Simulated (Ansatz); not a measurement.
```xyz
9

C     0.2795   -0.9527   -1.1616
C    -0.4315   -1.0734   -0.0397
O    -0.9249   -0.0912    0.7126
In    0.0268    1.6529    1.0521
H     0.5266    0.0155   -1.5870
H     0.6174   -1.8345   -1.6884
H    -0.6838   -2.0682    0.3342
H    -1.1021    2.7644    1.6730
H     1.6920    1.5872    0.7047
```

Charge 0, multiplicity 1. In: def2 effective core potential.

Q: List the CAM-B3LYP/def2-TZVPP orbital energies in eV (the Gaussian-basis code of Ansatz). (Best estimate.)

A: The calculation gave: Occupied: -522.12, -279.92, -277.90, -129.70, -86.45, -86.15, -86.11, -29.56, -23.44, -23.32, -23.23, -23.19, -23.10, -21.83, -17.35, -14.80, -14.36, -12.95, -12.02, -11.69, -10.27, -9.49, -7.60. Lowest empty: -1.03, 0.52, 0.96, 1.88, 2.26, 2.65, 3.14, 3.42.
